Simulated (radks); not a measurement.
Valence configurations of neutral tungsten (all share [Xe]). Method: Dirac Kohn-Sham, PBEsol, spin-unpolarised, spherical densities, finite nucleus; open shells fill j = l - 1/2 first; Fermi nuclear charge, rms radius 5.3658 fm; computed with a radial shooting solver on a logarithmic mesh with Libxc functionals. Energies are relative to 4f14 5d4 6s2; eigenvalues in eV.

valence	E (eV)	e(4f5/2)	e(4f7/2)	e(5d3/2)	e(5d5/2)	e(6p1/2)
4f14 5d4 6s2	0.000	-33.823	-31.585	-4.682	-	-
4f14 5d6	4.353	-30.542	-28.305	-2.679	-2.080	-
4f14 5d3 6s2 6p1	3.851	-37.659	-35.420	-7.361	-	-2.655
4f13 5d5 6s2	31.562	-42.902	-40.572	-5.826	-4.984	-
4f14 5d5 6s1	1.946	-31.968	-29.731	-3.534	-2.881	-
4f14 5d2 6s2 6p2	9.465	-41.734	-39.493	-10.104	-	-3.560
4f12 5d4 6s2 6p2	83.868	-60.782	-58.356	-13.027	-	-3.672
4f13.5 5d4.5 6s2	14.785	-38.302	-36.018	-5.254	-4.476	-
4f14 5d3.5 6s2 6p0.5	1.716	-35.707	-33.469	-6.013	-	-2.170
4f14 5d4 6s1 6p1	4.072	-35.141	-32.903	-5.841	-	-2.317

NIST lists [Xe] 4f14 5d4 6s2 as the ground configuration; this level of theory agrees among the configurations tried. The energies are those of spherical spin-averaged densities, not of single terms.
